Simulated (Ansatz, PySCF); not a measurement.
C3H3N2, SMILES [c]1ccn[nH]1, multiplicity 2. Atoms are numbered in the order given.

```xyz
8

C     -1.1928     0.0782     0.0000
C     -0.5205    -1.1252     0.0000
C      0.8378    -0.7056     0.0000
N      0.9643     0.6211     0.0000
N     -0.3064     1.0883     0.0000
H     -0.9278    -2.1320     0.0000
H      1.7322    -1.3292     0.0000
H     -0.4792     2.0858     0.0000
```
Charge 0, spin multiplicity 2.

Geometry optimised at B3LYP-D3(BJ)/def2-SVP. The isomer is the one that the SMILES or the coordinates give; other isomers of the formula were not compared.

Two levels are set side by side: PBE-D3(BJ)/def2-SVP (Ansatz, a program for electronic structure) and B3LYP-D3(BJ)/def2-SVP (PySCF). Each level has its own optimised geometry; the coordinates shown are those of the second. Frequencies come from the Hessian of PySCF at each geometry. Differences are taken from unrounded values.

| quantity | B3LYP-D3(BJ) | PBE-D3(BJ) | PBE-D3(BJ) minus B3LYP-D3(BJ) |
|---|---|---|---|
| mean bond length (Å) | 1.252 | 1.259 | 0.007 |
| bond C1–C2 (Å) | 1.379 | 1.388 | 0.009 |
| bond C1–N5 (Å) | 1.344 | 1.349 | 0.005 |
| bond C2–C3 (Å) | 1.422 | 1.422 | 0.000 |
| bond C3–N4 (Å) | 1.333 | 1.345 | 0.013 |
| bond N4–N5 (Å) | 1.354 | 1.357 | 0.003 |
| bond C2–H6 (Å) | 1.086 | 1.094 | 0.008 |
| bond C3–H7 (Å) | 1.090 | 1.098 | 0.008 |
| bond N5–H8 (Å) | 1.012 | 1.020 | 0.008 |
| highest harmonic wavenumber (cm⁻¹) | 3661 | 3578 | -83 |
| mean harmonic wavenumber (cm⁻¹) | 1427 | 1391 | -37 |
| zero-point energy (kcal/mol) | 36.73 | 35.79 | -0.94 |

Exact exchange shortens and stiffens bonds; PBE has none. Differences between two approximate levels are no errors against the true value.
